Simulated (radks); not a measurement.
The numbers below are computed, except where a source is named.
Ionisation of the praseodymium ion Pr3+, [Xe] 4f2, to [Xe] 4f1 as the strength of local exchange is varied. Level of theory: scalar-relativistic Kohn-Sham, Slater X-alpha exchange (alpha = 2/3 is LDA exchange), no correlation, spin-polarised, spherical densities, point nucleus; open shells are filled with parallel spins first (spin-orbit coupling, left out, can overturn this in heavy ions) (a radial shooting solver on a logarithmic mesh with Libxc functionals).

| alpha | E(Pr3+) (hartree) | exchange (hartree) | IE (eV) | -e of the level emptied (eV) | <r> of it (bohr) |
|---|---|---|---|---|---|
| 0.58 | -9197.2358 | -175.6009 | 35.357 | 26.525 (4f) | 1.040 |
| 0.667 | -9223.6972 | -202.4950 | 38.101 | 29.049 (4f) | 1.011 |
| 0.75 | -9249.0096 | -228.2857 | 40.799 | 31.550 (4f) | 0.9857 |
| 0.787 | -9260.3146 | -239.8246 | 42.027 | 32.694 (4f) | 0.9753 |
| 0.842 | -9277.1436 | -257.0247 | 43.879 | 34.425 (4f) | 0.9606 |
| 0.875 | -9287.2548 | -267.3720 | 45.006 | 35.481 (4f) | 0.9523 |
| 0.965 | -9314.8835 | -295.6961 | 48.138 | 38.428 (4f) | 0.9308 |
| 0.983 | -9320.4185 | -301.3791 | 48.775 | 39.028 (4f) | 0.9267 |

NIST Atomic Spectra Database: 38.98 eV (semi-empirical). The Delta-SCF value meets it near alpha = 0.69. Open shells are spherical and high-spin; term and fine-structure splittings are not resolved. Spin-orbit splitting is averaged out at the scalar-relativistic level.
